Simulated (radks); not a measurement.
Q: Isoelectronic series with 18 electrons, each ion in its NIST ground configuration. All-electron calculation, scalar-relativistic Kohn-Sham, PBE, spin-unpolarised, spherical densities, point nucleus. Program: a radial shooting solver on a logarithmic mesh with Libxc functionals. Total energies (hartree) and mean radii <r> (bohr):

ion    configuration  E (hartree)      3p      3s      2p
Ar              [Ar]   -529.22987   1.664   1.406  0.3767
K+              [Ar]   -601.92825   1.426   1.267  0.3505
Sc3+            [Ar]   -762.41979   1.129   1.056  0.3077
Ti4+            [Ar]   -850.21468   1.027  0.9748  0.2899
V5+             [Ar]   -943.05094  0.9426  0.9056  0.2740
Cr6+            [Ar]  -1040.93833  0.8719  0.8458  0.2597
Mn7+            [Ar]  -1143.88846  0.8116  0.7935  0.2468
Fe8+            [Ar]  -1251.91446  0.7594  0.7473  0.2351
Co9+            [Ar]  -1365.03074  0.7138  0.7063  0.2245
Ni10+           [Ar]  -1483.25285  0.6735  0.6696  0.2147
Cu11+           [Ar]  -1606.59746  0.6376  0.6365  0.2058
Zn12+           [Ar]  -1735.08222  0.6053  0.6065  0.1975
Ga13+           [Ar]  -1868.72582  0.5763  0.5792  0.1899
Ge14+           [Ar]  -2007.54787  0.5499  0.5542  0.1828
As15+           [Ar]  -2151.56895  0.5259  0.5313  0.1762
Se16+           [Ar]  -2300.81061  0.5039  0.5102  0.1701
Br17+           [Ar]  -2455.29533  0.4836  0.4906  0.1643
Kr18+           [Ar]  -2615.04656  0.4650  0.4725  0.1590
Rb19+           [Ar]  -2780.08872  0.4477  0.4556  0.1539
Sr20+           [Ar]  -2950.44722  0.4316  0.4399  0.1492
Zr22+           [Ar]  -3307.21980  0.4027  0.4113  0.1405
Nb23+           [Ar]  -3493.68974  0.3896  0.3984  0.1365

Estimate the row of Ca2+ ([Ar]).

A: E (hartree) -679.65892; 3p 1.258; 3s 1.152; 2p 0.3277.
